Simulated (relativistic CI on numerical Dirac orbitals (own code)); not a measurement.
# Radial parameters of Re57+

These numbers are calculated, not measured: Dirac-Coulomb-Breit CI, orbitals from a KLI potential per configuration, model QED, unscaled Slater integrals (own radial code, finite nucleus).

Slater integrals F^k, G^k are unscaled and averaged over j, outside the closed core [Ne]; ζ comes from projecting the Hamiltonian with its Breit term on Σ l·s of the shell.

- 3s2.3p5.3d: ζ(3p) = 1.9789e+06, F^2(3p,3d) = 544040, G^1(3p,3d) = 567010, G^3(3p,3d) = 382180, ζ(3d) = 268180 cm⁻¹; <r>(3p) = 0.1812, <r^2>(3p) = 0.03808, <r>(3d) = 0.1612, <r^2>(3d) = 0.02998 (bohr units).
- 3s.3p6.3d: G^2(3s,3d) = 436740, ζ(3d) = 269240 cm⁻¹; <r>(3s) = 0.1842, <r^2>(3s) = 0.03883, <r>(3d) = 0.1612, <r^2>(3d) = 0.03002 (bohr units).
- 3s2.3p5.4s: ζ(3p) = 1.9965e+06, G^1(3p,4s) = 73461 cm⁻¹; <r>(3p) = 0.1805, <r^2>(3p) = 0.03777, <r>(4s) = 0.3471, <r^2>(4s) = 0.1358 (bohr units).

Averages of the first 10 configurations, taken without configuration mixing, which lowers the lowest level and can move excited configurations by several eV; other configurations of the list can lie among them:

```json
{"Configuration": "3s2.3p6", "Parity": "even", "States": "1", "Average energy above the lowest level (eV)": "0.5"}
{"Configuration": "3s2.3p5.3d", "Parity": "odd", "States": "60", "Average energy above the lowest level (eV)": "433.4"}
{"Configuration": "3s.3p6.3d", "Parity": "even", "States": "20", "Average energy above the lowest level (eV)": "901.7"}
{"Configuration": "3s2.3p5.4s", "Parity": "odd", "States": "12", "Average energy above the lowest level (eV)": "2635.6"}
{"Configuration": "3s2.3p5.4p", "Parity": "even", "States": "36", "Average energy above the lowest level (eV)": "2815.1"}
{"Configuration": "3s2.3p5.4d", "Parity": "odd", "States": "60", "Average energy above the lowest level (eV)": "2994.6"}
{"Configuration": "3s.3p6.4s", "Parity": "even", "States": "4", "Average energy above the lowest level (eV)": "3106.4"}
{"Configuration": "3p6.3d.4p", "Parity": "odd", "States": "60", "Average energy above the lowest level (eV)": "4185.7"}
{"Configuration": "3p6.3d2", "Parity": "even", "States": "45", "Average energy above the lowest level (eV)": "1815.2"}
{"Configuration": "3p5.3d3", "Parity": "odd", "States": "720", "Average energy above the lowest level (eV)": "2245.7"}
```
